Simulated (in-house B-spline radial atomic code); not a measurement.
The numbers below are computed, except where a source is named.
**Cr in an electron gas of r_s = 1.8: phase shifts, screening and friction**

A nucleus sits in a uniform electron gas with a rigid positive background. The Kohn-Sham equations are solved self-consistently in the spin-unpolarised LDA (PW92), non-relativistic, on B-splines with outgoing waves at the boundary and partial waves to l = 8. The model has no lattice, no bands and no magnetic solution. Atomic units; δ_l are the phase shifts at the Fermi level, counted so that each bound state adds π, and good to about 0.0005.

The density parameter is r_s = 1.8 bohr.

```tsv
l	δ_l (rad)
0	8.6336
1	6.1101
2	2.0681
3	0.0389
4	0.0094
5	0.0018
6	0.0002
7	-0.0003
8	-0.0003
```

Bound levels below the band bottom (hartree): s -213.1, s -23.35, p -19.76, s -1.968, p -0.9862.

Q: Check the Friedel sum rule, and say where the screening charge sits.

A: k_F = (9π/4)^(1/3)/r_s = 1.06620. The rule is Z = (2/π) Σ (2l + 1) δ_l. The terms are s 5.496, p 11.669, d 6.583, f 0.173 and 0.062 beyond, in all 23.984 against Z = 24. Bound states hold 6 s, 12 p, 0 d electrons, so the scattering states carry 5.98 in all; where a term is smaller than its bound count, the bound level has drawn weight out of the band.

Q: Find the transport cross section and the electronic stopping of a 1 keV Cr ion (mass 52.0 u).

A: σ_tr = (4π/k_F²) Σ (l + 1) sin²(δ_l − δ_(l+1)). The terms for l = 0 to 3 are 0.3358, 1.2280, 2.4125, 0.0035, all together 3.9801, so σ_tr = 11.054 × 3.9801 = 43.998 bohr². With n = 3/(4π r_s³) = 0.04093, the friction coefficient is Q = n k_F σ_tr = 1.9203. For v well below v_F = 1.066, dE/dx = Q v; with 24801 eV per u at v = 1, v = √(1000/(24801 × 52.0)) = 0.0278, so dE/dx = 0.05347 hartree/bohr = 27.5 eV/nm. The largest term couples the d and f waves.
